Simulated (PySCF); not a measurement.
PbI2, optimised at GFN2-xTB:

```xyz
3

Pb     0.0458     0.0986     0.1653
I      1.0312     0.3727    -2.3795
I     -1.5003    -2.1596    -0.0129
```

Computed with PySCF (xtb for GFN2) and rigid-rotor harmonic-oscillator thermochemistry at 1 bar. All species are closed-shell singlets. I, Pb: scalar-relativistic def2 core potential, no spin-orbit coupling.

Task: List the harmonic frequencies (cm⁻¹, unscaled) at this level and at the other levels, each on its own geometry.

Result: 
- GFN2-xTB: 53, 185, 186
- PBE/def2-SVP: 45, 158, 159
- PBE0/def2-TZVP: 49, 162, 167
